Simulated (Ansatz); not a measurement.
Computed with Ansatz on PBE0-D4/def2-TZVP structures; ΔE is electronic, products minus reactants. CBS: MP2 limit from def2 TZ/QZ plus the TZ coupled-cluster correction, frozen cores. This one scheme is used for every species. Functionals use def2-TZVPP. One conformer a species, not always the lowest.

Consider the hydrogenolysis of the Al–N bond: `[SiH3][NH][AlH][BH]Cl` + H₂ → `[AlH2][BH]Cl` + `N[SiH3]`.

```json
{"level": "r2SCAN-D4", "ΔE (kJ/mol)": "97.6", "difference from CCSD(T)/CBS": "1.7"}
{"level": "BHLYP-D4", "ΔE (kJ/mol)": "91.1", "difference from CCSD(T)/CBS": "-4.8"}
{"level": "revPBE", "ΔE (kJ/mol)": "78.0", "difference from CCSD(T)/CBS": "-17.9"}
{"level": "PBE0", "ΔE (kJ/mol)": "81.5", "difference from CCSD(T)/CBS": "-14.4"}
{"level": "r2SCANh", "ΔE (kJ/mol)": "93.4", "difference from CCSD(T)/CBS": "-2.5"}
{"level": "CAM-B3LYP", "ΔE (kJ/mol)": "81.7", "difference from CCSD(T)/CBS": "-14.2"}
{"level": "HF/def2-TZVPP", "ΔE (kJ/mol)": "66.9", "difference from CCSD(T)/CBS": "-29.0"}
{"level": "MP2/def2-TZVPP", "ΔE (kJ/mol)": "102.7", "difference from CCSD(T)/CBS": "6.8"}
{"level": "HF/def2-QZVPP", "ΔE (kJ/mol)": "67.4", "difference from CCSD(T)/CBS": "-28.5"}
{"level": "SCS-MP2/def2-QZVPP", "ΔE (kJ/mol)": "96.2", "difference from CCSD(T)/CBS": "0.3"}
{"level": "CCSD(T)/CBS", "ΔE (kJ/mol)": "95.9", "difference from CCSD(T)/CBS": "0"}
```

Largest T1 diagnostic among the species: 0.013.

The D4 term adds +13.4 kJ/mol with B3LYP and +7.7 kJ/mol with PBE0; it sums over pairs of atoms, weighted by their polarisabilities, and B3LYP, whose exchange is more repulsive, gets the larger term. From r2SCAN to r2SCAN0 (25 % exact exchange), in def2-TZVPP and without D4, ΔE moves by −4.2 kJ/mol. In def2-TZVPP, CCSD(T) changes the Hartree–Fock value by +28.0 kJ/mol (the triples alone add +5.8 kJ/mol) and MP2 by +35.8 kJ/mol.

CCSD(T)/CBS has its own doubt, a few kJ/mol and more with outer-core shells, so smaller differences from it don't rank the levels.

B3LYP here is the variant with VWN-RPA as its local correlation; programs differ in this.
